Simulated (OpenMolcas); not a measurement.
Computed levels of 3d⁴ in ions with 22 electrons, in cm-1 above ⁵D₀.

* Program: OpenMolcas
* Method: CASSCF
* Basis: ANO-R3
* Scalar Hamiltonian: X2C, finite nucleus
* Spin-orbit coupling: RASSI with atomic mean-field integrals over the reference wave functions, term energies averaged over their components

Active space for each ion: 4 electrons in 5 orbitals (3d).

```json
{"Level": "⁵D₁", "Mn3+": "100", "Fe4+": "147", "Ni6+": "280", "Cu7+": "375"}
{"Level": "⁵D₂", "Mn3+": "297", "Fe4+": "432", "Ni6+": "815", "Cu7+": "1084"}
{"Level": "⁵D₃", "Mn3+": "583", "Fe4+": "844", "Ni6+": "1569", "Cu7+": "2069"}
{"Level": "⁵D₄", "Mn3+": "949", "Fe4+": "1366", "Ni6+": "2505", "Cu7+": "3276"}
{"Level": "³H₄", "Mn3+": "23774", "Fe4+": "27270", "Ni6+": "33795", "Cu7+": "36972"}
{"Level": "³H₅", "Mn3+": "23983", "Fe4+": "27580", "Ni6+": "34402", "Cu7+": "37798"}
{"Level": "³H₆", "Mn3+": "24219", "Fe4+": "27922", "Ni6+": "35042", "Cu7+": "38642"}
{"Level": "³P₀(1)", "Mn3+": "25621", "Fe4+": "29175", "Ni6+": "35517", "Cu7+": "38449"}
{"Level": "³P₁(1)", "Mn3+": "26217", "Fe4+": "30045", "Ni6+": "37163", "Cu7+": "40635"}
```

Question: Estimate ⁵D₄, ³H₄, ³H₅ for Co5+ from its neighbours Fe4+ and Ni6+.

Answer: ⁵D₄ is fine structure, which grows about as the fourth power of a screened charge, so the fourth roots are averaged: ((1366^0.25 + 2505^0.25) / 2)^4 = 1871. The calculation gives 1871, so the estimate is off by 0 %; the measured value is 1782 (Sugar and Corliss, J. Phys. Chem. Ref. Data 10, 1097 (1981)).
³H₄ is another term, which grows about linearly with the charge: (27270 + 33795) / 2 = 30532. The calculation gives 30555, so the estimate is off by -0.1 %; the measured value is 28377 (Sugar and Corliss, J. Phys. Chem. Ref. Data 10, 1097 (1981)).
³H₅ is another term, which grows about linearly with the charge: (27580 + 34402) / 2 = 30991. The calculation gives 30993, so the estimate is off by 0 %; the measured value is 28806 (Sugar and Corliss, J. Phys. Chem. Ref. Data 10, 1097 (1981)).

Without dynamic correlation excited terms often stand tens of per cent too high (terms of higher spin than the ground term too low), and those without a measured partner can miss by more than the paired ones. Computed and measured levels are paired by configuration, term and J; levels that our copy of the source lacks, or whose pairing is in doubt (as where it misses far off the trend of its configuration), stay unpaired and out of the deviations. Levels of configurations outside the active space are missing.

A number in round brackets counts repeated terms of one configuration in the order of the reference energies.
